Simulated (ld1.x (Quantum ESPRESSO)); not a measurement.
# An all-electron radial function and its pseudo partner (boron (B))

Columns: radius, all-electron u(r) and pseudo u(r) of the 2p shell (level -13.25 eV) of boron in the configuration [He] 2s2 2p0; PBEsol, scalar-relativistic, RRKJ scheme, ld1.x (Quantum ESPRESSO) 7.5.

```csv
r (bohr),all-electron,pseudo
0.145,0.0631,0.0220
0.290,0.1854,0.0853
0.435,0.3146,0.1821
0.580,0.4300,0.3002
0.725,0.5248,0.4252
0.870,0.5990,0.5426
1.015,0.6535,0.6402
1.160,0.6886,0.7101
1.305,0.7063,0.7496
1.450,0.7094,0.7608
1.595,0.7003,0.7490
1.740,0.6816,0.7209
1.885,0.6556,0.6832
2.030,0.6244,0.6411
2.175,0.5896,0.5981
2.320,0.5526,0.5561
2.465,0.5148,0.5158
2.610,0.4770,0.4771
2.755,0.4399,0.4399
2.900,0.4042,0.4042
3.045,0.3701,0.3701
3.190,0.3379,0.3379
3.335,0.3078,0.3078
3.480,0.2796,0.2796
3.625,0.2535,0.2535
3.770,0.2294,0.2294
```

Question: How many radial nodes do the two functions have?

Answer: The all-electron 2p function has n − l − 1 = 0; the pseudo-wave has 0.

Question: At about which radius was the pseudo-wave matched?

Answer: 2.90 bohr. The columns agree to 0.0005 from 2.61 bohr on; several derivatives are matched, so the curves merge somewhat inside the radius.

Question: Is the pseudo-wave norm-conserving?

Answer: Yes: the RRKJ scheme keeps the norm inside the radius equal to the all-electron one, which fixes the energy derivative of the logarithmic derivative at the level.
